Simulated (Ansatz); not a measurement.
Mulliken charges of Cl$_{2}$H$_{2}$SeSn (`[Cl][SnH]([Cl])[SeH]`) from PBE/def2-TZVPP in Ansatz (PBE0-D4/def2-TZVP geometry).

```
atom   x (Å)   y (Å)   z (Å)  charge (e)
 Cl1  -1.055  -1.653   1.326      -0.323
 Sn2   0.402  -0.213   0.241       0.874
 Cl3   1.970  -1.515  -0.850      -0.325
 Se4  -0.799   1.024  -1.573      -0.225
  H5   1.174   0.714   1.438      -0.080
  H6  -1.692   1.642  -0.582       0.079
```

By hand: the dipole of these point charges (1 e Å = 4.8032 D).

Σ q r = (0.004, 0.682, 0.251) e Å, of length 0.727 e Å = 3.49 D.

How does the dipole of the full density compare? (Best estimate.)

Ansatz gave: (-0.053, 0.482, 0.103) e Å, 2.38 D; the point charges give 1.47 times that, at 10° from its direction.

Point charges leave out the atoms' own dipoles, such as those of lone pairs, and Mulliken's split depends on the basis, so the two needn't agree.
